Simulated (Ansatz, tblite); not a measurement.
X3Si-Y-SiH3: gap (eV) at several levels, gas phase, relaxed structures; Ansatz, xTB through tblite. The structures are stationary points that may keep the symmetry of their start.

```csv
species,state,geometry,GFN2-xTB,PBE-D4/def2-SVP,PBE-D4/def2-TZVP,r2SCAN-D4/def2-TZVP,PBE0-D4/def2-SVP,PBE0-D4/def2-TZVP
(Cl)3Si-O-SiH3 (Si2Cl3OH3),singlet,PBE-D4/def2-SVP,6.03,6.47,6.28,7.07,8.96,8.72
(NMe2)3Si-S-SiH3 (C6H21N3SSi2),singlet,r2SCAN-D4/def2-SVP,4.45,4.64,4.42,5.03,6.86,6.56
```

Estimate the rows for (OH)3Si-NH-SiH3 (Si2NO3H7) (singlet, PBE0-D4/def2-SVP geometry).


```
                   species    state          geometry  GFN2-xTB  PBE-D4/def2-SVP  PBE-D4/def2-TZVP  r2SCAN-D4/def2-TZVP  PBE0-D4/def2-SVP  PBE0-D4/def2-TZVP
(OH)3Si-NH-SiH3 (Si2NO3H7)  singlet  PBE0-D4/def2-SVP      5.61             5.78              5.52                 6.36              8.16               7.79
```

Over the 3 species that have every level, the mean is 5.36 at GFN2-xTB, 5.63 at PBE-D4/def2-SVP, 5.41 at PBE-D4/def2-TZVP, 6.15 at r2SCAN-D4/def2-TZVP, 7.99 at PBE0-D4/def2-SVP, 7.69 at PBE0-D4/def2-TZVP. Orbital gaps grow with the share of exact exchange and aren't one observable across functionals.
